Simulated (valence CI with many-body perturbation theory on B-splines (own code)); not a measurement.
The numbers below are computed, except where a source is named.
Basis-set convergence for Bi⁴²⁺

Level of theory: configuration interaction combined with many-body perturbation theory (CI+MBPT): five valence electrons over a frozen Dirac-Fock core [Kr], a basis of 7 s, 7 p, 8 d, 6 f, 4 g, 1 h functions for each j, with the one-electron correlation potential Σ1, the two-electron term Σ2, the three-electron term Σ3, Breit, model QED; selected CI, second order for the rest, scaled by the run's own slope (own B-spline code, finite nucleus).

No measured spectrum was set against this ion. As an estimate, large intervals hold to a few tenths of a per cent, small ones and those within an open d or f shell to about a per cent. Among the levels kept, up to 410 cm⁻¹ of a level comes from second order outside the variational space, and about a tenth of that is noise between levels of different J, which matters for small intervals. Only levels of the ground parity were solved; by the run's estimate the other parity begins above the list, which can be wrong where configurations are misplaced.

The reference run has the lowest level (4d3/2^4 4d5/2) J=5/2 and an ionisation energy of 2091.70 eV. Its largest variational space holds 20000 state functions.

Levels are named by their leading jj configuration (3d3/2^4 stands for four electrons in 3d with j = 3/2), which in mixed levels can hold well under half, so a name can repeat and another be missing. Letters in brackets count levels of one name in rising energy.

Changed runs:
A. basis 6 s, 6 p, 5 d, 5 f, 1 g
B. basis 5 s, 5 p, 4 d, 4 f

Excitation energies of the reference run in cm⁻¹, and shifts in cm⁻¹:

```csv
Level,Reference,A,B
(4d3/2^3 4d5/2^2) J=5/2 [a],217724,-280,-672
(4d3/2^3 4d5/2^2) J=7/2 [a],261009,-118,+194
(4d3/2^3 4d5/2^2) J=3/2 [a],266559,-95,+169
(4d3/2^3 4d5/2^2) J=11/2,270224,-25,+193
(4d3/2^3 4d5/2^2) J=9/2,286735,-67,+573
(4d3/2^3 4d5/2^2) J=5/2 [b],298921,-42,+886
(4d3/2^3 4d5/2^2) J=1/2,310875,-40,+902
(4d3/2^3 4d5/2^2) J=7/2 [b],314721,+21,+1057
(4d3/2^3 4d5/2^2) J=3/2 [b],376018,+140,+1496
(4d3/2^2 4d5/2^3) J=5/2 [a],475261,-303,-576
(4d3/2^2 4d5/2^3) J=7/2 [a],507177,-259,+16
(4d3/2^2 4d5/2^3) J=11/2,512968,-164,-35
Ionisation energy (eV),2091.70,-0.08,-0.21
```
